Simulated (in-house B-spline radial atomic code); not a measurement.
BP86 excitations of Ni10+

Method: BP86. Computed with an all-electron radial atomic-structure program (B-spline basis): linear response of the closed shell [Ne] 3s2 3p6 with the functional's adiabatic kernel; non-relativistic, point nucleus, no spin-orbit coupling, no double excitations, S, P, D and F terms only. Only terms of natural parity with L up to 3 were computed.

Command:
```bash
python run_td.py task.json out
```
Settings (radii: box in bohr, nucleus in fm):
```
Z                        28
electrons                18
configuration            [Ne] 3s2 3p6
hamiltonian              nr
method                   b88,p86
box_radius               9.77
intervals                51
```

Run time, properties included: 0.5 s on 1 thread of Arm Neoverse N1, on a shared host.

The lowest states, in the order of their Tamm-Dancoff energies; the method's threshold (minus the highest occupied level) is 304.03 eV. Labels give the largest channel, * marks a mixed state, and oscillator strengths are full-response dipole values. Semilocal kernels can invert the small singlet-triplet splittings of Rydberg terms. Energies in eV:

| state | full response | Tamm-Dancoff | oscillator strength |
| --- | --- | --- | --- |
| 3p → 3d 3P | 58.18 | 58.37 | - |
| 3p → 3d 3F | 58.70 | 58.91 | - |
| 3p → 3d 1F | ? | ? | - |
| 3p → 3d 1P | 81.92 | 85.28 | 2.46 |
| 3s → 3d 3D | 98.94 | 99.01 | - |
| 3s → 3d 1D | 105.05 | 105.20 | - |
| 3p → 4s 3P | 155.71 | 155.72 | - |
| 3p → 4s 1P | 156.86 | 156.91 | 0.297 |
| 3p → 4p 3S | 168.11 | 168.14 | - |
| 3p → 4p 3D | ? | ? | - |

Question: Where does 3p → 3d 1F lie?

Answer: At 63.94 eV in full response, 63.97 eV in Tamm-Dancoff.

Question: Where does 3p → 4p 3D lie?

Answer: At 169.11 eV in full response, 169.12 eV in Tamm-Dancoff.

Question: How large is the singlet-triplet splitting of 3p → 3d (F terms) in Tamm-Dancoff?

Answer: 5.06 eV, from the unrounded values.

Question: What polarisabilities and dispersion coefficient does the method give?

Answer: Dipole 0.3284 bohr³, quadrupole 0.1548 bohr⁵, C6 0.2934 hartree·bohr⁶ for two such species.
